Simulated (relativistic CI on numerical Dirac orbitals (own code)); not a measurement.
Radial Dirac CI calculation of Ar⁺.

Command:

```sh
python run_levels.py task.json out
```

Input:

```
atom Ar  Z=18  charge=1  electrons=17
nucleus A=40  rms_radius_fm=3.4274
hamiltonian dirac-coulomb  breit=on  qed=on  c_scale=1
orbitals kli  potential=per-configuration
slater_scale 1
correlation none
mixing on
grid step=0.0125 r_max=51.4
scf mixing=0.4 start=green max_iterations=150 tolerance=2e-08 node_fill=0.05
configurations
  [Ne] 3s2 3p5
  [Ne] 3s 3p6
  [Ne] 3s2 3p4 3d
end
```

Output:

```
SCF 1: [Ne] 3s2 3p5
 iter      energy (Ha)   residual   last orbital (Ha)
    1      -526.509562   9.13e-01     -1.31181
    2      -527.869919   3.40e-01     -1.07253
    3      -528.126689   4.57e-02     -0.99563
    4      -528.134969   6.67e-03     -1.04211
    5      -528.135027   1.48e-03     -1.03512
    6      -528.135074   1.38e-04     -1.03388
    7      -528.135078   3.40e-05     -1.03405
    8      -528.135080   1.75e-06     -1.03407
    9      -528.135080   3.21e-07     -1.03407
   10      -528.135080   8.21e-09     -1.03407
SCF 2: [Ne] 3s 3p6
 iter      energy (Ha)   residual   last orbital (Ha)
    1      -525.810666   9.18e-01     -1.31181
    2      -527.191299   3.34e-01     -1.06222
    3      -527.439506   4.96e-02     -0.98541
    4      -527.448769   7.19e-03     -1.03029
    5      -527.448858   1.82e-03     -1.02362
    6      -527.448918   1.45e-04     -1.02140
    7      -527.448921   4.91e-05     -1.02153
    8      -527.448924   2.92e-06     -1.02160
    9      -527.448924   1.10e-06     -1.02160
   10      -527.448924   6.14e-09     -1.02160
SCF 3: [Ne] 3s2 3p4 3d
 iter      energy (Ha)   residual   last orbital (Ha)
    1      -525.941196   8.88e-01     -0.44294
    2      -527.204473   3.27e-01     -0.33355
    3      -527.431259   5.64e-02     -0.31215
    4      -527.441527   4.36e-03     -0.32667
    5      -527.441640   2.58e-03     -0.32486
    6      -527.441724   5.79e-05     -0.32406
    7      -527.441727   2.73e-05     -0.32406
    8      -527.441730   2.57e-06     -0.32404
    9      -527.441730   1.22e-07     -0.32404
   10      -527.441730   1.50e-07     -0.32404
   11      -527.441730   7.01e-10     -0.32404
orbital energies (Ha): 1s -115.3463  2s -11.7540  2p1/2 -9.3360  2p3/2 -9.2539  3s -1.5702  3p1/2 -1.0411  3p3/2 -1.0341
configuration averages (Ha): Dirac-Coulomb, Breit, QED
  3s2 3p5                       -528.135080    0.132178    0.087076
  3s 3p6                        -527.448924    0.132130    0.086694
  3s2 3p4 3d                    -527.441730    0.131836    0.087115
levels: no., configuration, term, J, E (cm-1), weight
   1 3s2 3p5                2P*  3/2              0.0  1.00
   2 3s2 3p5                2P*  1/2           1451.1  1.00
   3 3s 3p6                 2S   1/2         106012.5  0.58
   4 3s2 3p4 3d             4D   7/2         127261.8  1.00
   5 3s2 3p4 3d             4D   5/2         127428.4  1.00
   6 3s2 3p4 3d             4D   3/2         127584.5  1.00
   7 3s2 3p4 3d             4D   1/2         127694.4  1.00
   8 3s2 3p4 3d             4F   9/2         137387.8  1.00
   9 3s2 3p4 3d             4F   7/2         137938.3  1.00
  10 3s2 3p4 3d             4F   5/2         138342.9  1.00
  11 3s2 3p4 3d             4F   3/2         138617.8  1.00
  12 3s2 3p4 3d             2P   1/2         142741.3  0.93
  13 3s2 3p4 3d             4P   1/2         143393.0  0.93
  14 3s2 3p4 3d             4P   3/2         143418.2  0.67
lowest total energy -527.918030 Ha
end: converged
```

With so few configurations and no correlation, terms lie too far apart (by 10 to 50 % or more near neutrality), their order can be wrong, and levels of other configurations are missing.
